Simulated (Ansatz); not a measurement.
Start from `N[SiH]([SiH3])[SeH]` and change one atom or group to get `N[SiH]([SiH3])BF`.

Ansatz, PBE0-D4/def2-TZVP geometries, multiplicity 1. Each molecule was computed in one conformer, which needn't be the lowest.

Scalar relativity is left out up to krypton. Spin–orbit coupling is left out; it splits and shifts lone-pair levels of the heavy atoms by tenths of an eV.

```
                                          property  `N[SiH]([SiH3])[SeH]`
size of the dipole moment (ωB97M-V/def2-TZVPP) / D                   1.90
                 HOMO energy (PBE/def2-TZVPP) / eV                  -5.68
  size of the dipole moment (B3LYP/def2-TZVPP) / D                   1.85
              HOMO–LUMO gap (PBE0/def2-TZVPP) / eV                   6.49
             HOMO energy (ωB97M-V/def2-TZVPP) / eV                  -8.89
               HOMO–LUMO gap (PBE/def2-TZVPP) / eV                   4.56
```

Question: What does the change do to each property? (An estimate is asked.)

Answer: The calculation gave: 
```json
{"property": "size of the dipole moment (ωB97M-V/def2-TZVPP) / D", "`N[SiH]([SiH3])BF`": "1.00", "shift": "-0.90"}
{"property": "HOMO energy (PBE/def2-TZVPP) / eV", "`N[SiH]([SiH3])BF`": "-5.79", "shift": "-0.11"}
{"property": "size of the dipole moment (B3LYP/def2-TZVPP) / D", "`N[SiH]([SiH3])BF`": "1.00", "shift": "-0.85"}
{"property": "HOMO–LUMO gap (PBE0/def2-TZVPP) / eV", "`N[SiH]([SiH3])BF`": "5.30", "shift": "-1.19"}
{"property": "HOMO energy (ωB97M-V/def2-TZVPP) / eV", "`N[SiH]([SiH3])BF`": "-9.12", "shift": "-0.23"}
{"property": "HOMO–LUMO gap (PBE/def2-TZVPP) / eV", "`N[SiH]([SiH3])BF`": "3.14", "shift": "-1.42"}
```

With PBE0 the HOMO falls by 0.22 eV and the LUMO falls by 1.41 eV, so the gap narrows by about 1.19 eV. PBE moves the HOMO by -0.11 eV and ωB97M-V by -0.23 eV. Dipoles are sizes alone; their direction can turn.

B3LYP here is the variant with VWN-RPA as its local correlation; programs differ in this.
